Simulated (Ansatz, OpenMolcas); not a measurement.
**KLi (Lithium Potassium): the HOMO–LUMO gap, rung by rung**

KLi: 2 atoms, total charge 0, spin state singlet. SMILES: `[Li][K]`. Geometry: the measured bond length.

```xyz
2

Li    0.0000    0.0000    0.0000
K     0.0000    0.0000    3.2700
```

Quantity: the HOMO–LUMO gap, in eV. The values are calculated.

| level | kind | program | value (eV) | CPU time |
| --- | --- | --- | --- | --- |
| HF/def2-TZVP | Hartree–Fock | OpenMolcas | 4.34 | 1.9 s |
| SVWN5/def2-TZVP | LDA | OpenMolcas | 1.17 | 3.7 s |
| r2SCAN/def2-TZVP | meta-GGA | Ansatz | 1.37 | 7.3 s |
| M06-2X/def2-TZVP | hybrid meta-GGA | OpenMolcas | 2.85 | 5.3 s |
| CAM-B3LYP/def2-TZVP | range-separated hybrid | Ansatz | 3.36 | 4.7 s |
| wB97X/def2-TZVP | range-separated hybrid | Ansatz | 4.59 | 19 s |
| B2PLYP/def2-TZVP | double hybrid | OpenMolcas | 2.93 | 3.8 s |
| PBE-QIDH/def2-TZVP | double hybrid | Ansatz | 3.54 | 4.4 s |

The values span 1.17 to 4.59 eV. Orbital gaps aren't excitation energies, and those of double hybrids come from the SCF part alone; they tend to grow with the share of exact exchange. CPU times are rough (shared hosts, several kinds of processor): they show what a rung costs within a factor of a few.
